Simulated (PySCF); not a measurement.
Exact simulation of a proton spin system

Molecule: `InChI=1S/FGeH3/c1-2/h2H3`.

Geometry (Å), atoms numbered from 1 in this order:
```xyz
5

Ge   -0.0004    0.0006   -0.0857
F     0.0090   -0.0133    1.6577
H     1.4687    0.0090   -0.5328
H    -0.7428    1.2765   -0.5084
H    -0.7343   -1.2728   -0.5307
```

[PySCF 2.14.0 with density-fitted response routines: PBE/pcJ-1 (pcSseg-1 on Ge) coupling constants; B3LYP/pcSseg-1 (pcSseg-2 on Ge) with gauge-including orbitals; structure optimised with PBE0-D3(BJ)/def2-SVP; averaged over atoms made equivalent by symmetry, fast rotation or ring inversion; in vacuum; non-relativistic Hamiltonian; a single conformation]

Referencing at the same level of theory: TMS for ¹H (31.38 ppm).

Shifts (ppm): F2 -264.6, H3/H4/H5 5.45.
Couplings (Hz): F2–H3, F2–H4, F2–H5: 26.4; H3–H4, H3–H5, H4–H5: 22.5.

The 4-spin Hamiltonian (Zeeman plus full scalar coupling among like nuclei) was diagonalised exactly; lines are Lorentzian, 1.0 Hz wide, and the maxima above 3 % are listed with the tallest set to 100.

Question: Give the ¹H peak list of this spin system at 200 MHz.

Answer: 
δ in ppm (height): 5.516 (100), 5.384 (100)

Question: And at 500 MHz?

Answer: 
δ in ppm (height): 5.476 (100), 5.424 (100)

Relativistic effects, spin–orbit coupling among them, are left out; they matter for Ge and for the light atoms bonded to it.
